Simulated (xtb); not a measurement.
H₃BN, charge +2, quartet, geometry from GFN2-xTB of the parent state (a state made from the parent by changing its charge; the spin is typed, not shown lowest); GFN2-xTB run with xtb.

The xtb input:
```
$ xtb mol.xyz --gfn 2 --chrg 2 --uhf 3 --json

# file mol.xyz
5

B      0.77274276    -0.10346792    -0.02056423
N     -0.50925005     0.06818704     0.01355216
H      1.91224049    -0.25604321    -0.05088855
H     -0.99314779     0.95635686     0.18809375
H     -1.21805614    -0.66028335    -0.12924918
```

What the program printed (banner, timings and long lists left out):

```
   ID    Z sym.   atoms
    1    5 B      1
    2    7 N      2
    3    1 H      3-5

           -------------------------------------------------
          |                Calculation Setup                |
           -------------------------------------------------

           -------------------------------------------------
          |                 G F N 2 - x T B                 |
           -------------------------------------------------

          ...................................................
          :                      SETUP                      :
          :.................................................:
          :  # basis functions                  11          :
          :  # atomic orbitals                  11          :
          :  # shells                            7          :
          :  # electrons                         9          :
          :  max. iterations                   250          :
          :  Hamiltonian                  GFN2-xTB          :
          :  restarted?                      false          :
          :  GBSA solvation                  false          :
          :  PC potential                    false          :
          :  electronic temp.          300.0000000     K    :
          :  accuracy                    1.0000000          :
          :  -> integral cutoff          0.2500000E+02      :
          :  -> integral neglect         0.1000000E-07      :
          :  -> SCF convergence          0.1000000E-05 Eh   :
          :  -> wf. convergence          0.1000000E-03 e    :
          :  Broyden damping             0.4000000          :
          :  net charge                          2          :
          :  unpaired electrons                  3          :
          ...................................................

 iter      E             dE          RMSdq      gap      omega  full diag
   1     -3.3660982 -0.336610E+01  0.159E+01    2.56       0.0  T
   2     -3.9855084 -0.619410E+00  0.722E+00    1.13       1.0  T
   3     -4.1616463 -0.176138E+00  0.397E+00    1.17       1.0  T
   4     -4.1058916  0.557547E-01  0.335E+00    1.34       1.0  T
   5     -4.1739795 -0.680879E-01  0.112E+00    1.18       1.0  T
   6     -4.1774827 -0.350319E-02  0.653E-01    1.19       1.0  T
   7     -4.1795662 -0.208347E-02  0.156E-01    1.21       1.0  T
   8     -4.1796577 -0.915812E-04  0.573E-02    1.21       1.0  T
   9     -4.1796774 -0.196498E-04  0.738E-03    1.21       6.1  T
  10     -4.1796774 -0.392634E-08  0.288E-03    1.21      15.5  T
  11     -4.1796774 -0.240915E-07  0.106E-03    1.21      42.1  T
  12     -4.1796774 -0.167267E-08  0.489E-04    1.21      91.4  T
  13     -4.1796774 -0.125192E-08  0.191E-04    1.21     233.7  T

   *** convergence criteria satisfied after 13 iterations ***

         :::::::::::::::::::::::::::::::::::::::::::::::::::::
         ::                     SUMMARY                     ::
         :::::::::::::::::::::::::::::::::::::::::::::::::::::
         :: total energy              -4.087000340639 Eh    ::
         :: gradient norm              0.159554343217 Eh/a0 ::
         :: HOMO-LUMO gap              1.210984122481 eV    ::
         ::.................................................::
         :: SCC energy                -4.179677421255 Eh    ::
         :: -> isotropic ES            0.548011720140 Eh    ::
         :: -> anisotropic ES         -0.035922980870 Eh    ::
         :: -> anisotropic XC          0.023852611869 Eh    ::
         :: -> dispersion             -0.000484580652 Eh    ::
         :: repulsion energy           0.092677080616 Eh    ::
         :: add. restraining           0.000000000000 Eh    ::
         :: total charge               2.000000000000 e     ::
         :::::::::::::::::::::::::::::::::::::::::::::::::::::

           -------------------------------------------------
          |                Property Printout                |
           -------------------------------------------------

    * Orbital Energies and Occupations

         #    Occupation            Energy/Eh            Energy/eV
      -------------------------------------------------------------
         1        2.0000           -1.2249060             -33.3314
         2        2.0000           -1.1308665             -30.7724
         3        1.9978           -1.1198171             -30.4718
         4        1.0022           -1.1081977             -30.1556
         5        1.0000           -1.0578876             -28.7866
         6        1.0000           -0.8616735             -23.4473 (HOMO)
         7                         -0.8171707             -22.2363 (LUMO)
         8                         -0.5329968             -14.5036
         9                         -0.3365979              -9.1593
        10                         -0.3060993              -8.3294
        11                          0.3303928               8.9904
      -------------------------------------------------------------
                  HL-Gap            0.0445028 Eh            1.2110 eV
             Fermi-level           -0.9767147 Eh          -26.5778 eV

     #   Z          covCN         q      C6AA      α(0)
     1   5 B        1.785     0.368    33.471    12.189
     2   7 N        2.559     0.200    17.957     6.293
     3   1 H        0.945     0.559     0.271     0.814
     4   1 H        0.859     0.436     0.419     1.014
     5   1 H        0.859     0.436     0.419     1.014

 Mol. C6AA /au·bohr⁶  :        137.523953
 Mol. C8AA /au·bohr⁸  :       3862.819603
 Mol. α(0) /au        :         21.324344

Wiberg/Mayer (AO) data.
largest (>0.10) Wiberg bond orders for each atom

 ---------------------------------------------------------------------------
     #   Z sym  total        # sym  WBO       # sym  WBO       # sym  WBO
 ---------------------------------------------------------------------------
     1   5 B    2.033 --     2 N    1.439     3 H    0.492
     2   7 N    2.957 --     1 B    1.439     5 H    0.747     4 H    0.747
     3   1 H    0.524 --     1 B    0.492
     4   1 H    0.805 --     2 N    0.747
     5   1 H    0.805 --     2 N    0.747
 ---------------------------------------------------------------------------

Topologies differ in total number of bonds
Writing topology from bond orders to xtbtopo.mol

molecular dipole:
                 x           y           z       tot (Debye)
 q only:        0.542      -0.073      -0.014
   full:        0.818      -0.110      -0.022       2.099
molecular quadrupole (traceless):
                xx          xy          yy          xz          yz          zz
 q only:       10.948      -2.001      -3.850      -0.399       0.664      -7.098
  q+dip:       12.668      -2.278      -4.200      -0.454       0.872      -8.468
   full:       11.667      -2.277      -5.082      -0.453       0.308      -6.585

           -------------------------------------------------
          | TOTAL ENERGY               -4.087000340639 Eh   |
          | GRADIENT NORM               0.159554343217 Eh/α |
          | HOMO-LUMO GAP               1.210984122481 eV   |
           -------------------------------------------------

normal termination of xtb
```
